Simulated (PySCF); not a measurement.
F⁻ (fluorine, charge -1) across methods

[Ne], closed-shell 1S. Computed with PySCF 2.14 in x2c-TZVPPall with one added diffuse shell each of s, p, d type (6s4p3d1f, 40 functions), with scalar relativity by spin-free X2C-1e.

```tsv
method	E (hartree)	mean ε 1s (eV)	mean ε 2s (eV)	mean ε 2p (eV)	Σ⟨r²⟩ (bohr²)	⟨S²⟩
M06-L	-99.9535	-654.98	-18.576	1.534	16.95	0.000
UHF	-99.54246	-703.59	-29.320	-4.910	15.93	0.000
B97-3	-99.9513	-663.79	-20.265	-0.260	17.21	0.000
PBE	-99.8931	-648.94	-16.701	1.581	18.07	0.000
TPSSh	-99.9746	-658.02	-18.520	0.916	17.41	0.000
LDA	-99.3458	-644.54	-16.486	1.379	18.02	0.000
BHandHLYP	-99.9398	-676.97	-23.226	-1.929	16.74	0.000
r2SCAN	-99.9376	-654.92	-18.102	1.346	17.38	0.000
PBE0	-99.8840	-662.54	-19.962	-0.112	17.24	0.000
```

The highest occupied level is positive at M06-L, PBE, TPSSh, LDA, r2SCAN: only the finite basis holds that electron, which in a density functional comes from self-interaction.
